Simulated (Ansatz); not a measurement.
Reaction (cleavage of the Si–Si bond): `CO[SiH2][SiH](O)F` + `O[SiH](O)O` → `O[SiH](O)O[SiH](O)F` + `CO[SiH3]`

Gas-phase electronic energies from Ansatz, PBE0-D4/def2-TZVP geometries. CCSD(T)/CBS is the MP2 limit (def2-TZVPP, def2-QZVPP) plus CCSD(T) − MP2 in def2-TZVPP, frozen cores. DFT in def2-TZVPP. B3LYP here is the variant with VWN-RPA as its local correlation; programs differ in this. One conformer a species, not always the lowest.

```
             level  ΔE (kJ/mol)  difference from CCSD(T)/CBS
         r2SCAN-D4       -157.5                          3.1
           PBE0-D4       -144.1                         16.5
           ωB97X-V       -155.9                          4.7
           ωB97M-V       -163.5                         -2.9
            B2PLYP       -161.8                         -1.2
               PBE       -131.4                         29.2
            r2SCAN       -156.9                          3.7
              PBE0       -142.5                         18.1
             B3LYP       -155.1                          5.5
    MP2/def2-TZVPP       -167.6                         -7.0
SCS-MP2/def2-TZVPP       -169.2                         -8.6
   CCSD/def2-TZVPP       -164.7                         -4.1
CCSD(T)/def2-TZVPP       -162.2                         -1.6
     HF/def2-QZVPP       -184.7                        -24.1
    MP2/def2-QZVPP       -167.6                         -7.0
    CCSD/CBS(def2)       -163.2                         -2.6
       CCSD(T)/CBS       -160.6                            0
```

Largest T1 diagnostic among the species: 0.012.

From PBE to PBE0 (25 % exact exchange), in def2-TZVPP and without D4, ΔE moves by −11.1 kJ/mol. In def2-TZVPP, CCSD(T) changes the Hartree–Fock value by +20.0 kJ/mol (the triples alone add +2.6 kJ/mol) and MP2 by +14.6 kJ/mol.
